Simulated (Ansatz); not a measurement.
Z-matrix (Å, degrees):
```
Si
O 1 1.637
H 1 1.485 2 109.9
H 1 1.483 2 108.3 3 -119.7
H 1 1.487 2 110.2 3 120.4
Si 2 1.627 1 145.9 3 -78.5
O 6 1.627 2 110.9 1 61.3
H 6 1.480 2 107.2 1 -178.8
H 6 1.480 2 109.8 1 -56.9
Si 7 1.637 6 145.8 2 60.6
H 10 1.483 7 108.3 6 162.1
H 10 1.485 7 109.9 6 -78.2
H 10 1.487 7 110.3 6 42.1
```

Total charge 0; spin multiplicity 1.

List the ωB97M-V/def2-TZVPP orbital energies in eV (the Gaussian-basis code of Ansatz). (An estimate is asked.)

Computed: Occupied: -1808.02, -1807.60, -1807.60, -526.30, -526.30, -148.92, -148.59, -148.59, -103.08, -103.04, -103.00, -102.73, -102.73, -102.68, -102.68, -102.68, -102.68, -31.17, -30.58, -19.80, -18.57, -16.46, -15.20, -14.92, -14.76, -13.77, -13.42, -13.33, -12.08, -11.73, -11.45, -11.23, -10.92. Lowest empty: 1.58, 1.92, 2.89, 3.01, 3.16, 3.22, 3.29, 3.53.
